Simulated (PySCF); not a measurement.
SMILES C[CH]NCC, doublet, GFN2-xTB optimised geometry.

```
15

C      1.80    -0.61     0.00
C      0.32    -0.61     0.00
N     -0.35     0.61     0.00
C     -1.76     0.63     0.27
C     -2.12     0.36     1.73
H      2.23    -0.32    -0.97
H      2.19     0.08     0.75
H      2.17    -1.61     0.23
H     -0.20    -1.40    -0.52
H      0.16     1.33     0.51
H     -2.23    -0.13    -0.37
H     -2.15     1.61    -0.03
H     -3.19     0.34     1.87
H     -1.69     1.13     2.38
H     -1.71    -0.61     2.03
```

Density from unrestricted CAM-B3LYP/def2-TZVP (PySCF) at that geometry.

Minimum of the electron density along straight lines between bonded atoms, close to the bond critical point (lines longer than 1.1 times the sum of covalent radii, or with two minima, are not listed):

```tsv
bond	length / Å	ρ at the minimum / e bohr⁻³	∇²ρ there / e bohr⁻⁵	position (fraction from the first atom)
C1–C2	1.485	0.267	(withheld)	0.50
C2–N3	1.396	0.300	-0.88	0.38
N3–C4	1.444	0.276	(withheld)	0.60
C4–C5	1.531	0.248	-0.62	0.50
C1–H6	1.099	0.271	-0.91	0.64
C1–H7	1.091	0.277	-0.95	0.64
C1–H8	1.089	0.279	-0.97	0.64
C2–H9	1.078	0.287	-1.02	0.64
N3–H10	1.014	0.339	(withheld)	0.73
C4–H11	1.093	0.284	-1.00	0.64
C4–H12	1.095	0.283	-1.00	0.64
C5–H13	1.087	0.280	-0.97	0.64
C5–H14	1.088	0.279	-0.96	0.64
C5–H15	1.088	0.281	-0.97	0.64
```

**Question.** Some entries are withheld; supply them.

**Answer.** 
- C1–C2, ∇²ρ there / e bohr⁻⁵: -0.71
- N3–C4, ∇²ρ there / e bohr⁻⁵: -0.76
- N3–H10, ∇²ρ there / e bohr⁻⁵: -1.65
